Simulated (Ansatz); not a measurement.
Q: Predict a relaxed structure of the cluster Pb₃O₂ (the lowest singlet isomer of a short search), charge 0, singlet, at PBE-D4/def2-SVP (Ansatz).

A: 
```xyz
5

Pb   -0.363   -1.164    1.426
Pb   -0.078    0.075   -1.873
Pb    0.631    1.555    0.638
O    -1.351    0.246   -0.024
O     1.162   -0.712   -0.167
```
Point group C2v (tolerance 0.1 Å). This is one stationary point.

In the def2 sets Pb takes a core potential; there is no spin–orbit coupling. The structure comes from a short search, and lower isomers may exist.
